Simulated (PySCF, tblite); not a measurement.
C4H7ClOSi2.
Geometry (GFN2-xTB, Å), atoms numbered from 1 in this order:
```
atom  x, y, z in Å
Si1    2.8046   -0.2385    0.2157
O2     1.3772   -0.9471   -0.0890
C3     0.1147   -0.4912   -0.1047
C4    -0.9338   -1.2870   -0.3935
C5    -2.2384   -0.6586   -0.3729
C6    -2.2485    0.6478   -0.0680
Cl7   -3.6924    1.5783    0.0102
Si8   -0.4904    1.2746    0.2480
H9     3.6735   -1.3886    0.0291
H10    3.0532    0.8502   -0.7321
H11    2.8300    0.3081    1.5745
H12   -0.8388   -2.3356   -0.6293
H13   -3.1220   -1.2381   -0.5936
H14   -0.2615    1.6913    1.6285
H15   -0.0320    2.2424   -0.7448
```

Computed, not measured: CAM-B3LYP/def2-SVPD in PySCF (dipole) on a GFN2-xTB geometry, gas phase.

Masses are those of the commonest isotopes; rigid-rotor values at the optimised geometry. The values belong to one conformer with, in the numbering `[SiH3:1][O:2][C:3]1=[CH:4][CH:5]=[C:6]([Cl:7])[SiH2:8]1`, Si1–O2–C3–C4 180°.

Question: What are A, B and C (MHz)?

Answer: Ia = 135.33, Ib = 914.04, Ic = 1037.62 u·Å²; 505379 MHz·u·Å²/I gives A = 3735, B = 552.9, C = 487.1 MHz.

Question: Classify the top.

Answer: A near-prolate asymmetric top: κ = (2 × 552.9 − 3735 − 487.1)/(3735 − 487.1) = -0.96.

Question: Is it planar, by Δ = Ic − Ia − Ib?

Answer: Not planar: Δ = Ic − Ia − Ib = -11.74 u·Å². For a rigid frame Δ = −2 Σ m c², so Σ m c² = 5.87 u·Å² lies off the ab plane, practically all of it from hydrogen. The atom farthest from that plane is 1.23 Å away.

Question: Give the other two planar moments, Paa and Pbb, and the rms extents of the mass along the axes.

Answer: Paa = Σ m a² = (Ib + Ic − Ia)/2 = 908.17 and Pbb = Σ m b² = (Ia + Ic − Ib)/2 = 129.45 u·Å². With the mass M = 161.97 u, the rms extents √(P/M) along a, b and c are 2.37, 0.89, 0.19 Å.

Question: Where do the levels up to J = 3 lie, in MHz?

Answer: Above 0(0,0):
J = 1: 1(0,1) 1040, 1(1,1) 4222, 1(1,0) 4287
J = 2: 2(0,2) 3119, 2(1,2) 6236, 2(1,1) 6433, 2(2,1) 15978, 2(2,0) 15979
J = 3: 3(0,3) 6235, 3(1,3) 9256, 3(1,2) 9651, 3(2,2) 19098, 3(2,1) 19103, 3(3,1) 35171, 3(3,0) 35171
Those of J = 1 are B + C, A + C and A + B.

Question: Which lines would a microwave search look for?

Answer: The dipole components are |μa| = 2.01 D, |μb| = 0.31 D, |μc| = 0.00 D; the mirror of this Cs structure is the ab plane, so μc vanishes by symmetry and there are no c-type lines. Intensities carry the squares of the components, which stand as 1.00 : 0.02 (a : b). Some lines, for components of 0.1 D or more:

```json
{"type": "a", "branch": "R", "J(Ka,Kc)": "1(0,1) ← 0(0,0)", "MHz": "1040", "lower level (cm⁻¹)": "0.000"}
{"type": "a", "branch": "R", "J(Ka,Kc)": "2(1,2) ← 1(1,1)", "MHz": "2014", "lower level (cm⁻¹)": "0.141"}
{"type": "a", "branch": "R", "J(Ka,Kc)": "2(0,2) ← 1(0,1)", "MHz": "2079", "lower level (cm⁻¹)": "0.035"}
{"type": "a", "branch": "R", "J(Ka,Kc)": "2(1,1) ← 1(1,0)", "MHz": "2146", "lower level (cm⁻¹)": "0.143"}
{"type": "b", "branch": "Q", "J(Ka,Kc)": "1(1,0) ← 1(0,1)", "MHz": "3247", "lower level (cm⁻¹)": "0.035"}
{"type": "b", "branch": "Q", "J(Ka,Kc)": "2(1,1) ← 2(0,2)", "MHz": "3314", "lower level (cm⁻¹)": "0.104"}
{"type": "b", "branch": "R", "J(Ka,Kc)": "1(1,1) ← 0(0,0)", "MHz": "4222", "lower level (cm⁻¹)": "0.000"}
{"type": "b", "branch": "R", "J(Ka,Kc)": "2(1,2) ← 1(0,1)", "MHz": "5196", "lower level (cm⁻¹)": "0.035"}
{"type": "b", "branch": "Q", "J(Ka,Kc)": "2(2,0) ← 2(1,1)", "MHz": "9546", "lower level (cm⁻¹)": "0.215"}
{"type": "b", "branch": "Q", "J(Ka,Kc)": "2(2,1) ← 2(1,2)", "MHz": "9742", "lower level (cm⁻¹)": "0.208"}
{"type": "b", "branch": "R", "J(Ka,Kc)": "2(2,1) ← 1(1,0)", "MHz": "11691", "lower level (cm⁻¹)": "0.143"}
{"type": "b", "branch": "R", "J(Ka,Kc)": "2(2,0) ← 1(1,1)", "MHz": "11757", "lower level (cm⁻¹)": "0.141"}
```

Question: Estimate the classical rotational partition function at 200 K, 298.15 K and 500 K.

Answer: Point group Cs, symmetry number σ = 1; q = (√π/σ)·√((kT/h)³/(ABC)), k/h = 20836.6 MHz/K: 475000 at 200 K, 865000 at 298.15 K, 1880000 at 500 K.

Its GFN2-xTB frequencies are all real (lowest 22 cm⁻¹). These are rigid-rotor constants of the computed structure; measured ground-state constants (B0) also hold zero-point vibration. A rigid rotor knows nothing of internal rotation, which can split or shift real lines. Quadrupole hyperfine structure (35Cl) is left out.

The run took 54 s wall on one thread of an Arm Neoverse V2, shared host, and the process peaked at 1.0 GiB of memory. This is the CAM-B3LYP/def2-SVPD job that gave the dipole, with the excitations it also computed.
